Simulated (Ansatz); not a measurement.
`C[O][Al]([OH])[Br]` + H₂O → `[OH][Al]([OH])[Br]` + CH₃OH  (formal hydrolysis of the Al–O bond)

Calculated with Ansatz (gas phase, PBE0-D4/def2-TZVP geometries, no zero-point term in ΔE). CCSD(T)/CBS adds triple-zeta CCSD(T) − MP2 to the extrapolated MP2 energy (def2 sets, frozen cores). This one scheme is used for every species. DFT in def2-TZVPP. B3LYP here is the variant with VWN-RPA as its local correlation; programs differ in this. For Br outer-core shells are correlated without core-valence functions, which leaves a few kJ/mol of doubt a bond. Scalar relativity is left out up to krypton. One conformer a species, not always the lowest.

`C[O][Al]([OH])[Br]`:

```xyz
9

C     0.897   -1.225   -0.794
O    -0.240   -0.458   -0.517
Al   -0.614    0.801    0.509
O    -2.175    1.425    0.493
Br    0.959    1.639    1.885
H     1.760   -0.928   -0.187
H     0.688   -2.281   -0.601
H     1.168   -1.119   -1.849
H    -2.442    2.146    1.061
```

H₂O:

```xyz
3

O     0.342   -0.082   -0.167
H    -0.356    0.480   -0.511
H     0.014   -0.398    0.678
```

`[OH][Al]([OH])[Br]`:

```xyz
6

O    -0.567   -1.229   -0.945
Al    0.029    0.044   -0.025
O    -0.242    0.019    1.633
Br    1.161    1.736   -0.986
H    -0.449   -1.279   -1.892
H     0.068    0.709    2.216
```

CH₃OH:

Cartesian coordinates in Å:
```
C -0.030 0.214 -0.283
O -0.324 -0.883 0.551
H -0.702 0.153 -1.140
H 1.001 0.190 -0.657
H -0.201 1.176 0.215
H 0.257 -0.851 1.313
```

(1) Is it downhill or uphill in electronic energy at CCSD(T)/CBS, and by how much? (An estimate is asked.)

(2) What do these levels give: BLYP-D4, B3LYP-D4, B2PLYP, revPBE, r2SCAN, RPA@PBE/def2-TZVPP? (An estimate is asked.)

(3) What do rigid-rotor, harmonic-oscillator terms from PBE0-D4/def2-TZVP frequencies (298.15 K, 1 bar) make of the CCSD(T)/CBS value? (Estimate.)

Largest T1 diagnostic among the species: 0.010.

Answers

(1) The calculation gave: Nearly level: ΔE = -0.2 kJ/mol.

(2) Computed: BLYP-D4 -1.4, B3LYP-D4 -1.0, B2PLYP -3.7, revPBE -7.6, r2SCAN -4.4, RPA@PBE/def2-TZVPP -1.7 kJ/mol.

(3) The calculation gave: ΔZPE = +3.6 kJ/mol, ΔH = +0.1 kJ/mol, ΔS = -1 J/(mol·K), ΔG = +0.4 kJ/mol.

The D4 term adds +4.5 kJ/mol with B3LYP and +2.7 kJ/mol with PBE0; it sums over pairs of atoms, weighted by their polarisabilities, and B3LYP, whose exchange is more repulsive, gets the larger term. Leaving LDA and LC-ωPBE aside and taking each functional with its dispersion term where it has one, the values, not all of them listed here, spread over 3.4 kJ/mol, from B2PLYP to BHLYP-D4. LDA lies +3.3 kJ/mol from PBE without D4.
